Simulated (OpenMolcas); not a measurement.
# Ti, Zr, Hf: d2 s2 down the group

```yaml
Program: OpenMolcas 26.06
Method: SS-CASPT2, IPEA 0.25 Eh, imaginary shift 0.1 Eh
Basis: ANO-R3
Scalar_Hamiltonian: X2C, finite nucleus
Spin-orbit_coupling: state interaction with AMFI integrals over the reference wave functions, term energies averaged over their components
```

Active space for each ion: 2 electrons in 5 orbitals (d); closed shells correlated by CASPT2: Ti 3s 3p 4s; Zr 4s 4p 5s; Hf 5s 5p 6s.

Computed levels in cm-1 above 3F2:

| Level | Ti | Zr | Hf |
| --- | --- | --- | --- |
| 3F3 | 182 | 613 | 2820 |
| 3F4 | 416 | 1326 | 5320 |
| 1D2 | 6220 | 4670 | 6580 |
| 3P0 | 9880 | 7350 | 7710 |
| 3P1 | 9950 | 7590 | 9370 |
| 3P2 | 10070 | 8040 | 11660 |
| 1G4 | 12380 | 9520 | 11890 |
| 1S0 | 27350 | 19750 | 20590 |
| weight of 3F in the lowest level (%) | 100 | 99 | 90 |

Mixed levels, with the weight of the term that names them: Hf 1D2 (74 %).

Measured, with the error of the calculation in %. Measured levels: Ti, Zr, Hf from NIST Handbook of Basic Atomic Spectroscopic Data.

```csv
Level,Ti,Zr,Hf
3F3,170 (+6.9),570 (+7.4),2357 (+19.5)
3F4,387 (+7.6),1241 (+6.8),4568 (+16.5)
1D2,7255 (-14.3),5102 (-8.4),5639 (+16.7)
3P0,8437 (+17.2),4197 (+75.1),5522 (+39.7)
3P1,8492 (+17.1),4376 (+73.5),6573 (+42.5)
3P2,8602 (+17.1),4186 (+92.0),8984 (+29.7)
1G4,12118 (+2.1),8057 (+18.2),10533 (+12.9)
1S0,,13142 (+50.3),20328 (+1.3)
```

The fine-structure level 3F4 changes by a factor of 12.8 from Ti to Hf.

Without spin-orbit coupling 1D lies 5980, 3890, 3240 cm-1 above 3F in that order; the difference to the level 1D2, of either sign, comes from spin-orbit coupling, which also lowers the zero.

Term energies are means over components that CASPT2 splits; among the terms shown or strongly mixed into the levels shown the widest spread is 890 cm-1 (3d2 4s2 1G, Ti). Over all roots computed the reference weight is 0.84 to 0.90 in Hf; the roots of lowest weight are the least certain, and an intruder state may touch them. With the s shell closed, the reference lacks s² → p², s² → d² and s → d mixing, so excited terms can stand far too high and out of order, with CASPT2 too. Some terms miss by over 15 % even with CASPT2, which points to a basis or an active space too small for the shells correlated. Some levels mix across a computed gap that differs much from the measured one, so their mixing is not that of the real levels (holds for Hf). Measured partners are found by configuration, term and J. A level has none where our copy of the source lacks it or the pairing is in doubt (some pairs that miss far off the trend of their configuration count as doubtful), and it then counts in no deviation. Levels of configurations outside the active space are missing.
